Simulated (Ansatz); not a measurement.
Input file for Ansatz (a first-principles code): U-wB97X-V/def2-TZVPP on C2H3 (SMILES [C]C), 2S+1 = 2, a spin state set in the input, which need not be the lowest, at the other state's geometry.

Ansatz 0.2 input:
```yaml
crystal:
  periodic: [false, false, false]
  atoms:
    - {symbol: C, position_ang: [0.92724995, 0.09824801, 0.27194839]}
    - {symbol: C, position_ang: [-0.49732379, -0.05269461, -0.14585755]}
    - {symbol: H, position_ang: [-0.59593113, -0.86701936, -0.87174427]}
    - {symbol: H, position_ang: [-0.85794662, 0.87307339, -0.60701319]}
    - {symbol: H, position_ang: [-1.12567923, -0.27937445, 0.72221239]}
basis:
  gaussian:
    orbitals: def2-TZVPP
hamiltonian:
  xc: {name: wB97X-V}
magnetization: {spin_polarized: true, initial_magnetization: 1}
```

The log:

```
WARN ansatz: RAYON_NUM_THREADS=1 ignored (pool sized by the plan → 1); use --threads N
Functional definition: wB97X-V
integrals: 0.02 GiB planned
537 factors; their error is unknown
integrals: 0.06 GiB planned
141 factors; integrals over basis functions are off by at most 1.0e-5 eV
mean field: 0.39 GiB planned
mean field evaluation 1: about -2115.9688 eV, gradient 2.0e1 eV
mean field evaluation 2: about -2117.0607 eV, gradient 1.2e1 eV
mean field evaluation 4: about -2117.7308 eV, gradient 5.0e-1 eV
mean field evaluation 8: about -2117.7252 eV, gradient 3.1e-1 eV
mean field evaluation 16: about -2117.7255 eV, gradient 4.6e-4 eV
mean field evaluation 32: about -2117.7201 eV, gradient 1.1e0 eV
mean field -2117.72550008 eV, -77.8249766822 hartree, gradient 7.0e-6 eV, S^2 0.753470; 3 other end points of the search recorded, 0 dependent functions left out
reference -2117.72549889 eV, -77.8249766382 hartree; 8, 7 occupied and 96, 97 virtual orbitals, 537 factors
Total energy: -2117.72549889 eV, -77.8249766382 hartree
```

The run converged.

Cost: about 22 core-seconds (a rough figure).
